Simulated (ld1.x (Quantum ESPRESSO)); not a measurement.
# BLYP TM dataset for rhenium, scalar-relativistic all-electron reference.

Input for ld1.x (Quantum ESPRESSO) 7.5:

```
&input
   title='Re', zed=75., rel=1, dft='BLYP', iswitch=3,
   config='[Xe] 4f14 5d5 6s0 6p0',
   nld=3, rlderiv=2.55, eminld=-9.0, emaxld=5.0, deld=0.04
 /
 &inputp
   pseudotype=2, tm=.true., lloc=-1, rcloc=1.90,
   nlcc=.true., rcore=1.40,
   file_pseudopw='Re.UPF', file_wfcaegen='ae.wfc', file_wfcncgen='nc.wfc', file_beta='beta', file_chi='chi'
 /
3
5S  1  0   2.00   0.00  1.85  1.85  0.0
5P  2  1   6.00   0.00  1.80  1.80  0.0
5D  3  2   5.00   0.00  2.35  2.35  0.0
 &test
   configts(1)='5s2 5p6 5d5 6s0 6p0'
 /
```

Command:

```bash
ld1.x < Re.in > Re.out
```

The program printed (shortened: banner, matrices, multipoles, cross overlaps and the repeated all-electron block are left out):

```
Program LD1 v.7.5
     --------------------------- All-electron run ----------------------------

     Re
     scalar relativistic calculation

     atomic number is 75.00
     dft =BLYP   lsd =0 sic =0 latt =0  beta=0.20 tr2=1.0E-14
     Exchange-correlation= BLYP
                           (   1   3   1   3   0   0   0)
     mesh =1275 r(mesh) = 100.23444 a.u. xmin = -7.00 dx = 0.01250
     1 Ry =  13.60569312 eV, c = 137.03599908

     n l     nl                  e(Ry)          e(Ha)          e(eV)
     1 0     1S 1( 2.00)     -5269.2415     -2634.6208    -71691.6830
     2 0     2S 1( 2.00)      -914.5900      -457.2950    -12443.6307
     2 1     2P 1( 6.00)      -798.2456      -399.1228    -10860.6842
     3 0     3S 1( 2.00)      -212.6636      -106.3318     -2893.4356
     3 1     3P 1( 6.00)      -178.3665       -89.1833     -2426.7999
     4 0     4S 1( 2.00)       -45.3258       -22.6629      -616.6890
     4 1     4P 1( 6.00)       -34.0780       -17.0390      -463.6550
     3 2     3D 1(10.00)      -139.5061       -69.7531     -1898.0778
     5 0     5S 1( 2.00)        -7.4835        -3.7418      -101.8187
     5 1     5P 1( 6.00)        -4.6710        -2.3355       -63.5520
     4 2     4D 1(10.00)       -19.9749        -9.9874      -271.7718
     4 3     4F 1(14.00)        -4.3222        -2.1611       -58.8063
     5 2     5D 1( 5.00)        -1.5698        -0.7849       -21.3586
     6 0     6S 1( 0.00)        -1.4855        -0.7428       -20.2118
     6 1     6P 1( 0.00)        -0.9972        -0.4986       -13.5669

     final scf error:  4.5E-16 reached in  29 iterations

     Etot =  -33384.514298 Ry,  -16692.257149 Ha, -454219.456604 eV

     Ekin =   36901.825185 Ry,   18450.912593 Ha,  502074.909150 eV
     Encl =  -82557.181625 Ry,  -41278.590813 Ha,-1123247.678294 eV
     Eh   =   12932.656943 Ry,    6466.328472 Ha,  175957.761635 eV
     Exc  =    -661.814802 Ry,    -330.907401 Ha,   -9004.449096 eV

     normalization and overlap integrals

     s(1S/1S) =  1.000000  <r> =   0.0180  <r2> =    0.0004  r(max) =   0.0112
     s(2S/2S) =  1.000000  <r> =   0.0762  <r2> =    0.0069  r(max) =   0.0644
     s(2P/2P) =  1.000000  <r> =   0.0683  <r2> =    0.0057  r(max) =   0.0527
     s(3S/3S) =  1.000000  <r> =   0.1974  <r2> =    0.0446  r(max) =   0.1818
     s(3P/3P) =  1.000000  <r> =   0.1979  <r2> =    0.0454  r(max) =   0.1795
     s(4S/4S) =  1.000000  <r> =   0.4405  <r2> =    0.2191  r(max) =   0.4148
     s(4P/4P) =  1.000000  <r> =   0.4686  <r2> =    0.2497  r(max) =   0.4306
     s(3D/3D) =  1.000000  <r> =   0.1792  <r2> =    0.0376  r(max) =   0.1470
     s(5S/5S) =  1.000000  <r> =   1.0354  <r2> =    1.2041  r(max) =   0.9347
     s(5P/5P) =  1.000000  <r> =   1.2064  <r2> =    1.6487  r(max) =   1.0592
     s(4D/4D) =  1.000000  <r> =   0.5000  <r2> =    0.2895  r(max) =   0.4415
     s(4F/4F) =  1.000000  <r> =   0.5806  <r2> =    0.4194  r(max) =   0.4148
     s(5D/5D) =  1.000000  <r> =   1.7911  <r2> =    3.7705  r(max) =   1.4120
     s(6S/6S) =  1.000000  <r> =   2.7146  <r2> =    8.2566  r(max) =   2.4170
     s(6P/6P) =  1.000000  <r> =   3.4095  <r2> =   13.0333  r(max) =   3.0268

     ------------------------ End of All-electron run ------------------------

     --------------------- Generating NC pseudopotential ---------------------

      Generating local potential from pseudized AE potential:
      Matching radius rcloc =   1.9000

      Local pseudo, rcloc= 1.882 Estimated cut-off energy=     6.68 Ry

      Computing core charge for nlcc:

       r > 1.41 : true rho core
       r < 1.41 : rho core = a sin(br)/r    a=   1.76  b=   1.95

      Integrated core pseudo-charge :   1.58

      Wfc   5S  rcut= 1.836  Using Troullier-Martins method

      Wfc   5P  rcut= 1.791  Using Troullier-Martins method

      Wfc   5D  rcut= 2.357  Using Troullier-Martins method

     ------------------- End of pseudopotential generation -------------------

     Computing logarithmic derivative in   2.55686
     Message from routine run_pseudo:
     Warning: convergence not achieved
     Computing logarithmic derivative in   2.55686
     Computing the partial wave expansion
     R is outside the sphere for l=    0 j= 0.00
     R is outside the sphere for l=    1 j= 0.00
     R is outside the sphere for l=    2 j= 0.00

     ---------------------- Testing the pseudopotential ----------------------

     Re
     scalar relativistic calculation

     atomic number is 75.00   valence charge is 15.00
     dft =BLYP   lsd =0 sic =0 latt =0  beta=0.20 tr2=1.0E-14
     mesh =1275 r(mesh) = 100.23444 xmin = -7.00 dx = 0.01250

     n l     nl             e AE (Ry)        e PS (Ry)    De AE-PS (Ry)
     1 0     5S   1( 2.00)       -7.48354       -7.48353       -0.00000
     2 1     5P   1( 6.00)       -4.67098       -4.67099        0.00000
     3 2     5D   1( 5.00)       -1.56983       -1.56983        0.00000
     2 0     6S   1( 0.00)       -1.48554       -1.31989       -0.16565  !
     3 1     6P   1( 0.00)       -0.99715       -1.02360        0.02644  !

     eps = 1.7E-10  iter =201

     Etot =  -33384.514298 Ry,  -16692.257149 Ha, -454219.456604 eV
     Etotps =  -158.641086 Ry,     -79.320543 Ha,   -2158.421933 eV

     Ekin =      46.562476 Ry,      23.281238 Ha,     633.514764 eV
     Encl =    -292.259784 Ry,    -146.129892 Ha,   -3976.396927 eV
     Ehrt =     110.265034 Ry,      55.132517 Ha,    1500.232214 eV
     Ecxc =     -18.361048 Ry,      -9.180524 Ha,    -249.814790 eV
     (Ecc =      -1.318739 Ry,      -0.659369 Ha,     -17.942355 eV)
     Epseu=      -4.847764 Ry,      -2.423882 Ha,     -65.957194 eV

     ---------------------- End of pseudopotential test ----------------------
```

Generation and configuration tests took about 5.1 s on one core of a shared server CPU.
